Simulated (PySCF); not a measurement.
Dimethyl(thiophen-2-yl)phosphine oxide, C₆H₉OPS.
SMILES: `CP(C)(=O)c1cccs1`

Computed, not measured: TDDFT wB97X-D/def2-SVPD, vertical, gas phase, core orbitals frozen in the response (PySCF 2.14.0, density-fitted response routines). Geometry: PBE0-D3(BJ)/def2-SVP, one conformer, isolated molecule. Torsions of this conformer, `[CH3:1][P:2]([CH3:3])(=[O:4])[c:5]1[cH:6][cH:7][cH:8][s:9]1`: C1–P2–C5–C6 -127°.

Each state is given a Gaussian of 0.4 eV full width at half maximum, with ε(max) = 2.175×10⁸ f / Δν̃ (Δν̃ the width in cm⁻¹). The width is an assumption, not a result. The curve ends short of the highest state used, and states not computed would add to its high-energy end.

```json
{"E (eV)": "4.98", "ε (L mol⁻¹ cm⁻¹)": "23"}
{"E (eV)": "5.06", "ε (L mol⁻¹ cm⁻¹)": "106"}
{"E (eV)": "5.14", "ε (L mol⁻¹ cm⁻¹)": "404"}
{"E (eV)": "5.23", "ε (L mol⁻¹ cm⁻¹)": "1397"}
{"E (eV)": "5.31", "ε (L mol⁻¹ cm⁻¹)": "3365"}
{"E (eV)": "5.39", "ε (L mol⁻¹ cm⁻¹)": "6595"}
{"E (eV)": "5.47", "ε (L mol⁻¹ cm⁻¹)": "10602"}
{"E (eV)": "5.56", "ε (L mol⁻¹ cm⁻¹)": "14440"}
{"E (eV)": "5.64", "ε (L mol⁻¹ cm⁻¹)": "15743"}
{"E (eV)": "5.72", "ε (L mol⁻¹ cm⁻¹)": "14509"}
{"E (eV)": "5.80", "ε (L mol⁻¹ cm⁻¹)": "11354"}
{"E (eV)": "5.89", "ε (L mol⁻¹ cm⁻¹)": "7071"}
{"E (eV)": "5.97", "ε (L mol⁻¹ cm⁻¹)": "3882"}
{"E (eV)": "6.05", "ε (L mol⁻¹ cm⁻¹)": "1836"}
{"E (eV)": "6.14", "ε (L mol⁻¹ cm⁻¹)": "794"}
{"E (eV)": "6.22", "ε (L mol⁻¹ cm⁻¹)": "580"}
{"E (eV)": "6.30", "ε (L mol⁻¹ cm⁻¹)": "661"}
{"E (eV)": "6.38", "ε (L mol⁻¹ cm⁻¹)": "780"}
{"E (eV)": "6.47", "ε (L mol⁻¹ cm⁻¹)": "779"}
{"E (eV)": "6.55", "ε (L mol⁻¹ cm⁻¹)": "629"}
{"E (eV)": "6.63", "ε (L mol⁻¹ cm⁻¹)": "411"}
{"E (eV)": "6.72", "ε (L mol⁻¹ cm⁻¹)": "201"}
{"E (eV)": "6.80", "ε (L mol⁻¹ cm⁻¹)": "94"}
{"E (eV)": "6.88", "ε (L mol⁻¹ cm⁻¹)": "63"}
```

Task: Where are the band maxima, and which computed states make them?

Result: 220 nm (5.64 eV), ε about 16000, made up of S1 (64%) and S2 (36%); 193 nm (6.43 eV), ε about 800, made up of S4 (12%) and S5 (78%) (ε in L mol⁻¹ cm⁻¹; maxima over ε = 5, shares over 10%). At its high-energy end, 6.88 eV, the curve is still rising (ε about 63, from S5 and S7). The states used: S1 5.58 eV (f 0.159); S2 5.75 eV (f 0.105); S3 6.27 eV (f 0.0015); S4 6.44 eV (f 0.0014); S5 6.44 eV (f 0.0094); S6 6.48 eV (f 0.0002); S7 7.13 eV (f 0.0011); S8 7.37 eV (f 0.0037); S9 7.41 eV (f 0.0088); S10 7.48 eV (f 0.024).

Task: Coming from long wavelengths, where does ε first pass 100 L mol⁻¹ cm⁻¹?

Result: At about 245 nm (5.06 eV), 0.52 eV below S1.

Task: What would ε be at 5.64 eV, the highest of these maxima, with half the width (0.2 eV)?

Result: About 22300 L mol⁻¹ cm⁻¹ against 15700, a factor of about 1.4; a lone state at its own centre would give exactly 2.

Task: On this curve, what absorbance would a 10⁻⁵ mol/L sample give at 248 nm over a 1 cm path?

Result: 248 nm is 4.999 eV, where ε is about 34 L mol⁻¹ cm⁻¹, so A = ε c l ≈ 0.00034 (Beer–Lambert, with the gas-phase spectrum and the assumed width).

All these states lie below the vertical ionisation energy of 9.05 eV (ΔSCF).
